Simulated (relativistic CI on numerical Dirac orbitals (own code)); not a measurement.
## Radial parameters of Pb LXXVI

These numbers are calculated, not measured: Dirac-Coulomb-Breit CI, separate exchange-only KLI orbitals for each configuration, a model potential for QED, unscaled Slater integrals (own radial code, finite nucleus).

Slater integrals F^k, G^k are unscaled and averaged over j, outside the closed core 1s2; ζ comes from projecting the Hamiltonian with its Breit term on Σ l·s of the shell.

- 2s²2p³: F^2(2p,2p) = 1.5873e+06, ζ(2p) = 1.2374e+07 cm⁻¹; <r>(2p) = 0.05863, <r^2>(2p) = 0.004214 (bohr units).
- 2s2p⁴: F^2(2p,2p) = 1.5861e+06, G^1(2s,2p) = 1.7328e+06, ζ(2p) = 1.2353e+07 cm⁻¹; <r>(2s) = 0.06509, <r^2>(2s) = 0.005063, <r>(2p) = 0.05868, <r^2>(2p) = 0.00422 (bohr units).
- 2p⁵: ζ(2p) = 1.2332e+07 cm⁻¹; <r>(2p) = 0.05874, <r^2>(2p) = 0.00423 (bohr units).

Averages of the first 10 configurations, taken without configuration mixing, which lowers the lowest level and can move excited configurations by several eV; other configurations of the list can lie among them:

```csv
Configuration,Parity,States,Average energy above the lowest level (eV)
2s²2p³,odd,20,2291.5
2s2p⁴,even,30,4259.3
2p⁵,odd,6,6298.4
2s²2p²3s,even,30,13883.9
2p⁴3s,even,30,17813.1
2p⁴3p,odd,90,18377.6
2s²2p²3p,odd,90,14463.0
2p⁴3d,even,150,18814.6
2s²2p²3d,even,150,14899.7
2s2p³3s,odd,80,15812.6
```
